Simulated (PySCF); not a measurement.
Species: AuCl3(AsH3) (singlet state).
Bonds: Au1–Cl2, Au1–Cl3, Au1–Cl4, Au1–As5. Hydrogens: H6, H7, H8 on As5.

Theory: PBE0-D3(BJ)/def2-SVP geometry optimisation, gas phase, def2 core potentials past Kr in PySCF.

Q: How far are the bound atoms from Au1?

A: 4 atoms: Cl3 2.297 Å, Cl2 2.315 Å, Cl4 2.316 Å, As5 2.412 Å. The nearest atom not counted as bound is H7, at 3.30 Å.

Q: List the angles at Au1.

A: 
```
      angle  degrees  distance of the outer atoms (Å)
Cl3–Au1–As5    179.3                             4.71
Cl2–Au1–Cl4    173.8                             4.62
Cl3–Au1–Cl4     93.1                             3.35
Cl2–Au1–Cl3     93.0                             3.35
Cl2–Au1–As5     87.2                             3.26
Cl4–Au1–As5     86.6                             3.24
```

Q: What is the shape at Au1?

A: Square planar: angles from 86.6° to 179.3°; τ4 = (360° − α − β)/141° = 0.05 with α and β the two widest (0 for a square, 1 for a tetrahedron). The Au–Cl distances aren't all alike: 2.297 to 2.316 Å.

Q: What are the other bond lengths?

A: As5–H6, As5–H7, As5–H8 1.501 Å.

Q: What are the rotational constants (commonest isotopes, rigid rotor)?

A: A = 1332, B = 821.2, C = 510.8 MHz: an asymmetric top.

Point group: near Cs, missed by 0.10 Å at most; the miss may be what the optimiser left on a soft mode. Charge 0, singlet. Whether it is a minimum is left open (no frequencies).

The run took 92 s of wall time on Arm Neoverse V2, one thread, on a shared host, and the process peaked at 0.55 GiB of memory. That covers the optimisation of the geometry.
